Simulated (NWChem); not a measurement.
## Relativistic effects in dimethyl telluride (C2H6Te)

SMILES: C[Te]C
```xyz
9

C     -1.5798     0.0000    -1.0664
Te     0.0000     0.0000     0.3959
C      1.5798     0.0000    -1.0664
H     -1.5175    -0.9025    -1.6879
H     -2.5321     0.0000    -0.5189
H     -1.5175     0.9025    -1.6879
H      1.5175    -0.9025    -1.6879
H      2.5321     0.0000    -0.5189
H      1.5175     0.9025    -1.6879
```
Charge 0, spin multiplicity 1.

The numbers come from NWChem runs, not from measurements. Structure: optimised with PBE0/def2-SVP with def2 effective core potentials on Te, held to C2v symmetry and with no frequency check, so it may be a saddle point.

Functional PBE0, all-electron basis x2c-SVPall-2c, contracted for the X2C Hamiltonian and used here with ZORA. The ion keeps the geometry and has multiplicity 2 in the scalar run; the spin-orbit run starts from the same electron counts.

Relative cost: rough, from shared machines, SCF included, scalar ZORA = 1.

No SCF solution was tested for a lower state.

```json
[
 {"Hamiltonian": "scalar ZORA", "ΔSCF ionisation energy (eV)": "7.79", "HOMO (eV)": "-5.53", "LUMO (eV)": "-0.04", "gap (eV)": "5.49", "relative cost": "1"},
 {"Hamiltonian": "spin-orbit ZORA", "ΔSCF ionisation energy (eV)": "7.79", "HOMO (eV)": "-5.53", "LUMO (eV)": "-0.04", "gap (eV)": "5.49", "relative cost": "under 3"}
]
```

From scalar ZORA to spin-orbit ZORA the ionisation energy is nearly the same.
